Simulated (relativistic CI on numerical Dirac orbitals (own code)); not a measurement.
B I: what numerical and physical settings do to a radial Dirac CI calculation

Reference input:

```
atom B  Z=5  charge=0  electrons=5
nucleus A=11  rms_radius_fm=2.4060
hamiltonian dirac-coulomb  breit=on  qed=on  c_scale=1
orbitals kli  potential=per-configuration
slater_scale 1
correlation none
mixing on
grid step=0.0125 r_max=102.8
scf mixing=0.4 start=green max_iterations=150 tolerance=2e-08 node_fill=0.05
configurations
  [He] 2s2 2p
  [He] 2s 2p2
  [He] 2s2 3s
end
```

Computed lowest total energy -24.53281 Ha, first excitation 14.6 cm⁻¹, 27 SCF steps. Runs with settings changed; * marks those that are bad on purpose:

| Changed | Outcome | Lowest level | ΔE (Ha) | First excitation (cm⁻¹) | SCF steps | Message |
| --- | --- | --- | --- | --- | --- | --- |
| Breit term off, SCF tolerance 1e-10 | converged | 2s2 2p 2P°_1/2 | -0.00151 | 20.0 | 33 |  |
| grid step 0.04, node fill of the KLI weights 0.5 | converged | 2s2 2p 2P°_1/2 | 0.00199 | 16.9 | 30 |  |
| grid step 0.008 | converged | 2s2 2p 2P°_1/2 | -6.99e-07 | 14.6 | 27 |  |
| start potential previous, nuclear radius 2.6466 fm | converged | 2s2 2p 2P°_1/2 | -5.82e-07 | 14.6 | 29 |  |
| iteration limit 2 * | not converged |  |  |  | 2 | SCF of 1s2 2s2 2p did not converge |
| nuclear radius 24.06 fm * | converged | 2s2 2p 2P°_1/2 | 0.000152 | 14.6 | 27 |  |

With so few configurations and no correlation, terms lie too far apart (by 10 to 50 % near neutrality), their order can be wrong, and levels of other configurations are missing.
